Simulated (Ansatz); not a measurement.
Relaxation of Cl2GaH (4 atoms, charge 0, multiplicity 1), to a largest force component of 0.03 eV/Å in at most 50 steps.

Computed with Ansatz, RKS LDA/def2-SVPD.

```xyz
4
Properties=species:S:1:pos:R:3
Ga -0.193 0.000 -0.844
Cl 1.828 0.000 1.943
H 2.144 0.000 0.639
Cl -2.401 0.000 -0.943
```

Q: Where does it end, and by what steps?

A: It converged. The force dipped under the threshold on the way, but the program's further checks kept it going. After 11 steps the energy has fallen by 0.116 eV; Cl2 moved furthest, 0.80 Å.

```tsv
step	energy less start (eV)	largest force component (eV/Å)	accepted
0	0.0000	0.812	yes
1	-0.0245	0.538	yes
2	-0.0368	0.848	yes
3	-0.0289	0.331	no
4	-0.0554	0.477	yes
5	-0.0671	0.329	yes
6	-0.0815	0.273	yes
7	-0.0891	0.466	yes
8	-0.1113	0.029	yes
9	-0.1116	0.249	yes
10	-0.1150	0.063	yes
11	-0.1157	0.003	yes
```

```xyz
4
Properties=species:S:1:pos:R:3
Ga -0.409 0.000 -0.310
Cl 2.574 0.000 1.667
H 1.467 0.000 0.921
Cl -2.254 0.000 -1.483
```

Whether the end is a true minimum wasn't checked by a vibrational analysis.

Time of the run: 12 s on 2 threads of Arm Neoverse V1 (shared host), peak memory 0.14 GiB.
